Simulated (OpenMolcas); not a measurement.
An OpenMolcas run meant for neutral caesium (ANO-RCC-VDZ, DKH2; inactive shells 1s 2s 2p 3s 3p 3d 4s 4p 4d 5s 5p; intended active space 1 electron in 8 orbitals (6s 6p 7s 7p)). One step of its input:

```
&CASPT2
Multistate=1 1
Frozen=14 9
IPEA=0.25
Shift=3.0
MaxIter=60
WThr=0.0 0.3 0.05
PrWF=0.5
NoMix
```

The run finished. Its levels beside those of a sound run (SS-CASPT2, IPEA 0.25 Eh, imaginary shift 0.1 Eh (closed shells correlated: 5s 5p)), in cm⁻¹ above each run's lowest level:

```tsv
Level	This run	Usual run
6s ²S_1/2	0.0	0.0
6p ²P°_1/2	9446	9557
6p ²P°_3/2	9755	9866
```

Task: Which setting is unsound, and how much does it matter here?

Result: The level shift is far above the usual 0.1 to 0.3 hartree and damps the second-order energy. Against the sound run the excited levels shown move by 110 cm-1 on average and by 110 cm-1 at most.

With one active electron outside closed inactive shells, the extra shells (7p 7s) add no correlation to the reference. ANO sets are built for ground and valence states and can reach diffuse excited orbitals poorly. With one active electron, CASPT2 adds the correlation within the correlated inactive shells and between them and that electron, and leaves the splitting within a term as the reference gives it. Levels of configurations outside the active space are missing.

° marks odd parity.
